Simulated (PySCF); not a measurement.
## Atomic charges by several schemes

Species: C5H9NSSi.
Geometry (GFN2-xTB, Å), atoms numbered from 1 in this order:
```
atom  x, y, z in Å
C1    -3.228    1.957    0.406
C2    -2.575    0.951    0.361
C3    -1.764   -0.218    0.286
N4    -2.214   -1.292    0.768
C5    -0.428    0.033   -0.391
C6     0.464   -1.194   -0.442
S7     2.024   -0.878   -1.345
Si8    3.087    0.381    0.025
H9    -3.813    2.828    0.452
H10   -1.603   -2.100    0.689
H11    0.075    0.843    0.148
H12   -0.622    0.391   -1.406
H13    0.723   -1.543    0.559
H14   -0.014   -2.002   -0.997
H15    2.878   -0.183    1.354
H16    2.545    1.736   -0.037
H17    4.458    0.304   -0.440
```

Density: PBE0/pcSseg-1 (PySCF); schemes: Mulliken, IAO, Hirshfeld and ESP-fitted. The structure is a single GFN2-xTB conformer in the gas phase; no vibrational or solvent corrections.

Question: Give the atomic charges in each scheme.

Answer: In e:

| atom | environment | Mulliken | IAO | Hirshfeld | ESP-fitted |
| --- | --- | --- | --- | --- | --- |
| C1 | terminal alkyne carbon | -0.330 | -0.202 | -0.084 | -0.270 |
| C2 | alkyne carbon | +0.410 | -0.032 | -0.040 | -0.262 |
| C3 | imine carbon | -0.132 | +0.169 | +0.101 | +0.686 |
| N4 | imine nitrogen | -0.292 | -0.419 | -0.220 | -0.715 |
| C5 | chain CH2 carbon | -0.184 | -0.292 | -0.076 | -0.158 |
| C6 | sp3 carbon bound to sulfur | -0.380 | -0.332 | -0.068 | -0.212 |
| S7 | sulfur bonded to C and Si | -0.246 | -0.183 | -0.094 | -0.297 |
| Si8 | SiH3 silicon | +0.445 | +0.539 | +0.298 | +0.293 |
| H9 | alkyne hydrogen | +0.054 | +0.208 | +0.100 | +0.284 |
| H10 | N–H hydrogen | +0.164 | +0.247 | +0.108 | +0.321 |
| H11 | methylene hydrogen | +0.171 | +0.155 | +0.045 | +0.080 |
| H12 | methylene hydrogen | +0.168 | +0.169 | +0.048 | +0.088 |
| H13 | methylene hydrogen | +0.166 | +0.147 | +0.041 | +0.106 |
| H14 | methylene hydrogen | +0.175 | +0.162 | +0.048 | +0.167 |
| H15 | Si–H hydrogen | -0.069 | -0.118 | -0.070 | -0.047 |
| H16 | Si–H hydrogen | -0.064 | -0.123 | -0.074 | -0.052 |
| H17 | Si–H hydrogen | -0.058 | -0.095 | -0.062 | -0.013 |

Mean size of the charges over all atoms: ESP-fitted 0.238 e, IAO 0.211 e, Mulliken 0.206 e, Hirshfeld 0.093 e. Each set sums to the total charge, 0, to within 0.001 e. The Mulliken scheme gives each basis function's population to the atom it is centred on and halves the overlap population of two atoms between them. The Hirshfeld scheme weights the molecular density at each point by an atom's share of the summed free-atom densities.

Lowest charge. The schemes don't all agree: Mulliken C6 (-0.380); IAO N4 (-0.419); Hirshfeld N4 (-0.220); ESP-fitted N4 (-0.715).

Highest charge. The schemes don't all agree: Mulliken Si8 (+0.445); IAO Si8 (+0.539); Hirshfeld Si8 (+0.298); ESP-fitted C3 (+0.686).

Question: Sum the charges by element, for elements with more than one atom.

Answer: 
| element | atoms | Mulliken | IAO | Hirshfeld | ESP-fitted |
| --- | --- | --- | --- | --- | --- |
| C | 5 | -0.616 | -0.689 | -0.167 | -0.216 |
| H | 9 | +0.708 | +0.753 | +0.183 | +0.935 |

Question: How many electrons does the Mulliken scheme count on C5?

Answer: Z − q = 6 − (-0.184) = 6.184.
